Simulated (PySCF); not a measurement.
A structure optimised at PBE-D3(BJ)/def2-SVP, used in a PySCF frequency run:

```xyz
12

Ge     0.2746    -0.0402     0.0000
C     -0.3335     0.8987     1.6182
C     -0.3335     0.8987    -1.6182
O     -0.3242    -1.7514     0.0000
H      1.8144    -0.2300     0.0000
H     -1.4371     1.0023     1.6214
H     -0.0271     0.3427     2.5254
H      0.1097     1.9142     1.6587
H     -0.0271     0.3427    -2.5254
H     -1.4371     1.0023    -1.6214
H      0.1097     1.9142    -1.6587
H     -1.2984    -1.7750     0.0000
```

**Question.** Write its SMILES, formula and point group.

**Answer.** [CH3][GeH]([CH3])[OH], C2H8GeO, Cs

**Question.** What are its rotational constants (standard atomic weights)?

**Answer.** 5.0464, 4.7918, 3.0102 GHz
